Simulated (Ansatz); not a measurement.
CdO₂⁻. Total charge -1; doublet. Geometry B3LYP-D4/def2-TZVPD; atoms count from 1.

```csv
atom,x (Å),y (Å),z (Å)
Cd1,-1.3892,0.8171,-0.5119
O2,0.3536,-0.6968,0.7521
O3,1.0357,-0.1203,-0.2402
```

In the def2 sets Cd takes a core potential; there is no spin–orbit coupling. The structure holds 1 bond(s) between oxygen atoms. The highest occupied level of the charge -1 doublet lies above zero (up to 0.11 eV). By energy differences its removal costs 2.21 eV (vertical, to the charge 0 triplet, at PBE0-D4/def2-TZVPD); a positive level beside a positive removal energy at the same level points to self-interaction error. Another isomer (doublet) lies 0.08 eV lower at r2SCAN-D4/def2-TZVPD.

Question: Estimate the Mulliken populations from the PBE0/def2-TZVPD orbitals of Ansatz.

Answer: 
```csv
atom,charge (e),spin (α − β),d electrons
Cd1,-0.23,-0.02,10.00
O2,-0.38,0.51,–
O3,-0.39,0.51,–
```
Mulliken values and Mayer orders depend strongly on the basis. With diffuse functions, as here, like atoms can get unlike values, and bond orders can come out too low or too high.

Question: Where does the spin sit?

Answer: Summed by element: Cd -0.02, O 1.02, of 1 unpaired in all. Largest on single atoms: O2 0.51, O3 0.51, Cd1 -0.02.

Question: And the Mayer bond orders between bonded heavy atoms (over 0.3)?

Answer: O2–O3 1.04 (1.34 Å).
